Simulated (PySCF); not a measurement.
CH4BClOS (SMILES CSB(O)Cl), singlet, geometry from GFN2-xTB, with bond 8-6 at 1.8 times its length; CASSCF(2,2)/STO-3G run with PySCF.

PySCF was given this input:
```python
from pyscf import gto, scf, mcscf, mp
import numpy

mol = gto.Mole()
mol.atom = '''
    B     0.220452    0.263568    0.332389
    Cl    0.094537   -0.049239    2.052690
    O     0.956537    1.277631   -0.135364
    H     1.417590    1.834461    0.493825
    S    -0.652665   -0.793356   -0.830534
    C    -0.176341   -0.027868   -2.419651
    H    -0.517498    1.001103   -2.436878
    H    -1.051705   -1.067645   -3.819439
    H     0.901565   -0.070970   -2.527949
'''
mol.basis = 'sto-3g'
mol.charge = 0
mol.spin = 0
mol.verbose = 4
mol.build()

mf = scf.RHF(mol)
mf.kernel()
mc = mcscf.CASSCF(mf, 2, 2)
mc.fix_spin_(ss=0.0)
noons, natorbs = mcscf.addons.make_natural_orbitals(mp.MP2(mf).run())
mc.kernel(natorbs)
occ = numpy.linalg.eigvalsh(mc.fcisolver.make_rdm1(mc.ci, mc.ncas, mc.nelecas))[::-1]
ss = mc.fcisolver.spin_square(mc.ci, mc.ncas, mc.nelecas)[0]
print('natural occupations', occ.round(4), ' <S^2>', round(ss, 4))
```

Task: Write the output that PySCF gives for this input, abridged.

Result: 
```
PySCF version 2.14.0

[INPUT] verbose = 4
[INPUT] num. atoms = 9
[INPUT] num. electrons = 56
[INPUT] charge = 0
[INPUT] spin (= nelec alpha-beta = 2S) = 0
[INPUT] symmetry False subgroup None
[INPUT] Mole.unit = angstrom
[INPUT] Symbol           X                Y                Z      unit          X                Y                Z       unit  Magmom
[INPUT]  1 B      0.220452000000   0.263568000000   0.332389000000 AA    0.416593903613   0.498071335199   0.628124176818 Bohr   0.0
[INPUT]  2 Cl     0.094537000000  -0.049239000000   2.052690000000 AA    0.178649038638  -0.093048224647   3.879021918633 Bohr   0.0
[INPUT]  3 O      0.956537000000   1.277631000000  -0.135364000000 AA    1.807592958013   2.414372678254  -0.255800887126 Bohr   0.0
[INPUT]  4 H      1.417590000000   1.834461000000   0.493825000000 AA    2.678856856922   3.466628876196   0.933194003463 Bohr   0.0
[INPUT]  5 S     -0.652665000000  -0.793356000000  -0.830534000000 AA   -1.233358101089  -1.499225559280  -1.569481797140 Bohr   0.0
[INPUT]  6 C     -0.176341000000  -0.027868000000  -2.419651000000 AA   -0.333236194532  -0.052662887639  -4.572477707030 Bohr   0.0
[INPUT]  7 H     -0.517498000000   1.001103000000  -2.436878000000 AA   -0.977929490010   1.891810492480  -4.605032018978 Bohr   0.0
[INPUT]  8 H     -1.051705000000  -1.067645000000  -3.819439000000 AA   -1.987434413836  -2.017556648261  -7.217693659483 Bohr   0.0
[INPUT]  9 H      0.901565000000  -0.070970000000  -2.527949000000 AA    1.703710933493  -0.134113863060  -4.777131266868 Bohr   0.0

nuclear repulsion = 260.18973523669
number of shells = 23
number of NR pGTOs = 111
number of NR cGTOs = 37
basis = sto-3g
ecp = {}

******** <class 'pyscf.scf.hf.RHF'> ********
method = RHF
initial guess = minao
damping factor = 0
level_shift factor = 0
DIIS = <class 'pyscf.scf.diis.CDIIS'>
diis_start_cycle = 1
diis_space = 8
diis_damp = 0
SCF conv_tol = 1e-09
SCF conv_tol_grad = None
SCF max_cycles = 50
direct_scf = True
direct_scf_tol = 1e-13
Set gradient conv threshold to 3.16228e-05
Initial guess from minao.
init E= -985.659900510863
  HOMO = -0.259677837623355  LUMO = 0.0224035270161108  gap/eV = 7.67582
cycle= 1 E= -985.515862066397  delta_E= 0.144  |g|= 0.517  |ddm|= 3.71
  HOMO = -0.254723725104165  LUMO = 0.171178291829163  gap/eV = 11.58938
cycle= 2 E= -985.611032206754  delta_E= -0.0952  |g|= 0.192  |ddm|= 0.986
  HOMO = -0.268285419517802  LUMO = 0.19237217604173  gap/eV = 12.53513
cycle= 3 E= -985.623927867135  delta_E= -0.0129  |g|= 0.0379  |ddm|= 0.298
  HOMO = -0.279468064770912  LUMO = 0.194757069134992  gap/eV = 12.90432
cycle= 4 E= -985.624709802069  delta_E= -0.000782  |g|= 0.0137  |ddm|= 0.0915
  HOMO = -0.279109577968824  LUMO = 0.198561177278155  gap/eV = 12.99808
cycle= 5 E= -985.624793796096  delta_E= -8.4e-05  |g|= 0.00249  |ddm|= 0.0232
  HOMO = -0.278849564948809  LUMO = 0.198823883612735  gap/eV = 12.99816
cycle= 6 E= -985.624799019547  delta_E= -5.22e-06  |g|= 0.000615  |ddm|= 0.00717
  HOMO = -0.279092377433301  LUMO = 0.198980148155984  gap/eV = 13.00902
cycle= 7 E= -985.624799476339  delta_E= -4.57e-07  |g|= 0.000197  |ddm|= 0.00234
  HOMO = -0.279105745118973  LUMO = 0.199028650735385  gap/eV = 13.01070
cycle= 8 E= -985.624799511313  delta_E= -3.5e-08  |g|= 4.45e-05  |ddm|= 0.000722
  HOMO = -0.279098497556478  LUMO = 0.19902398032161  gap/eV = 13.01038
cycle= 9 E= -985.62479951331  delta_E= -2e-09  |g|= 9.45e-06  |ddm|= 0.000173
  HOMO = -0.279099331349936  LUMO = 0.199021498424716  gap/eV = 13.01033
cycle= 10 E= -985.624799513389  delta_E= -7.91e-11  |g|= 1.19e-06  |ddm|= 3.67e-05
  HOMO = -0.279099061769584  LUMO = 0.199021546346689  gap/eV = 13.01032
Extra cycle  E= -985.624799513392  delta_E= -3.41e-12  |g|= 4.51e-07  |ddm|= 2.7e-06
converged SCF energy = -985.624799513392

******** <class 'pyscf.mp.mp2.RMP2'> ********
nocc = 28, nmo = 37
E(RMP2) = -985.834767388255  E_corr = -0.209967874862466
E(SCS-RMP2) = -985.849735726618  E_corr = -0.224936213225477
E_corr(same-spin) = -0.031182965318633
E_corr(oppo-spin) = -0.178784909543833

******** <class 'pyscf.mcscf.mc1step.CASSCF'> ********
CAS (1e+1e, 2o), ncore = 27, nvir = 8
max_cycle_macro = 50
max_cycle_micro = 4
conv_tol = 1e-07
conv_tol_grad = None
orbital rotation max_stepsize = 0.02
orbital rotation threshold for CI restart = 0.01
augmented hessian ah_max_cycle = 30
augmented hessian ah_conv_tol = 1e-12
augmented hessian ah_linear dependence = 1e-14
augmented hessian ah_level shift = 1e-08
augmented hessian ah_start_tol = 2.5
augmented hessian ah_start_cycle = 3
augmented hessian ah_grad_trust_region = 3
kf_trust_region = 3
kf_interval = 4
ci_response_space = 4
ci_grad_trust_region = 3
with_dep4 0
natorb = False
canonicalization = True
sorting_mo_energy = False
ao2mo_level = 2
internal_rotation = False
******** <class 'pyscf.fci.addons.SpinPenaltyFCISolver'> ********
max. cycles = 50
conv_tol = 1e-08
davidson only = True
linear dependence = 1e-12
level shift = 0.001
max iter space = 12
nroots = 1
pspace_size = 400
spin = None
CASCI E = -985.710828557105  S^2 = 0.0000000
Set conv_tol_grad to 0.000316228
macro iter   1 ( 10 JK    4 micro), CASSCF E = -985.711313628597  dE = -4.85071492e-04  S^2 = 0.0000000
               |grad[o]|=0.0197  |grad[c]|=0.00062  |ddm|=0.00387  |maxRot[o]|=0.0195
macro iter   2 (  3 JK    1 micro), CASSCF E = -985.711313640780  dE = -1.21832500e-08  S^2 = 0.0000000
               |grad[o]|=7.5e-05  |grad[c]|=1.87e-06  |ddm|=5.56e-06  |maxRot[o]|=0.000173
1-step CASSCF converged in   2 macro ( 13 JK   5 micro) steps
CASSCF canonicalization
Density matrix diagonal elements [1.72331224 0.27668776]
CASSCF energy = -985.711313640780
CASCI E = -985.711313640780  E(CI) = -1.26732083444915  S^2 = 0.0000000
natural occupations [1.7233 0.2767]  <S^2> 0.0
```
